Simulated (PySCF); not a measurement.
# Energy of Hg²⁺ (mercury, charge +2) between two integer charges

The 5d beta orbital of [Xe] 4f14 5d10 is emptied in steps (occupation f), with all orbitals relaxed, ending at [Xe] 4f14 5d9. Computed with PySCF 2.14 in aug-cc-pVTZ-PP with ECP60MDF, with scalar relativity through the core potential. The exact energy is a straight line in f; departures are measured from the line between the end points of the same method.

Task: Among PBE0, r2SCAN, LC-wPBE, which shows the largest delocalisation error (convex curve), and which is closest to linear?

Result: Most convex: r2SCAN (-1.523 eV at f = 0.5); closest to linear: LC-wPBE (-0.407 eV).

```csv
f,PBE0 (eV),r2SCAN (eV),LC-wPBE (eV)
1,0.000,0.000,0.000
0.9,-0.407,-0.548,-0.145
0.7,-0.951,-1.279,-0.341
0.5,-1.135,-1.523,-0.407
0.3,-0.955,-1.278,-0.342
0.1,-0.410,-0.547,-0.147
0,0.000,0.000,0.000
```

| method | E(f=0) − E(f=1) (eV) | −ε at f=1 (eV) | −ε at f=0.5 (eV) |
| --- | --- | --- | --- |
| PBE0 | 35.142 | 30.631 | 35.132 |
| r2SCAN | 35.124 | 29.035 | 35.128 |
| LC-wPBE | 35.000 | 33.392 | 34.992 |

Reference removal energy between the ground levels: 34.49 ± 0.05 eV (measured; NIST Atomic Spectra Database, ionization energies). The calculation has no spin-orbit coupling.
